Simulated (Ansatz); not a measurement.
Compare A (`CC([SiH3])=C=N`) with its isomer B (`C=C1[SiH2]N1C`).

Gas-phase electronic energies from Ansatz, PBE0-D4/def2-TZVP geometries. CBS: MP2 limit from def2 TZ/QZ plus the TZ coupled-cluster correction, frozen cores. DFT in def2-TZVPP. B3LYP here is the variant with VWN-RPA as its local correlation; programs differ in this. One conformer a species, not always the lowest.

**Question.** Which isomer does CCSD(T)/CBS put lower? Give the gap. (Estimate.)

**Answer.** Ansatz gave: A, by 12.7 kcal/mol.

**Question.** Give E(B) − E(A) in kcal/mol with PBE-D4, HF/def2-TZVPP, B3LYP, CCSD(T)/def2-SVP, LDA (SPW92), r2SCAN-D4, CCSD/def2-TZVPP. (Best estimate.)

**Answer.** Ansatz gave: PBE-D4 12.5, HF/def2-TZVPP 17.8, B3LYP 14.8, CCSD(T)/def2-SVP 16.2, LDA (SPW92) 7.6, r2SCAN-D4 13.5, CCSD/def2-TZVPP 14.0. None reverses the order clearly.

**Question.** Does the order hold for the free energy at 298.15 K (harmonic terms from PBE0-D4)? (Best estimate.)

**Answer.** The calculation gave: Yes: G(B) − G(A) = +14.9 kcal/mol, for one conformer each. Modes under 60 cm⁻¹, often nearly free rotors, make the harmonic entropy too high.

Largest T1 diagnostic: 0.014.

At CCSD(T), def2-SVP lies +3.5 kcal/mol from the extrapolated value and def2-TZVPP +1.4 kcal/mol. From BLYP to BHLYP (50 % exact exchange), in def2-TZVPP and without D4, E(B) − E(A) moves by −2.1 kcal/mol.
